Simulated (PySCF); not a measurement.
C2H7F2NSi, SMILES N[SiH2]CC(F)F.

Geometry optimised at PBE0-D3(BJ)/def2-SVP. This is a generated structure with no PubChem entry under its InChIKey; it may be hypothetical. Other conformers were not sampled.

Calculation: ωB97X/def2-TZVP (PySCF).

Symmetry labels are those of the subgroup Cs that the program uses (full group Cs).

Computed valence orbital energies around the gap with their symmetry:
```csv
orbital,symmetry,energy (eV)
HOMO−7,A",-14.22
HOMO−6,A',-14.12
HOMO−5,A',-13.68
HOMO−4,A",-13.60
HOMO−3,A',-12.34
HOMO−2,A',-11.86
HOMO−1,A",-11.78
HOMO,A',-9.84
LUMO,A',2.48
LUMO+1,A',3.20
LUMO+2,A',4.05
LUMO+3,A",4.14
```
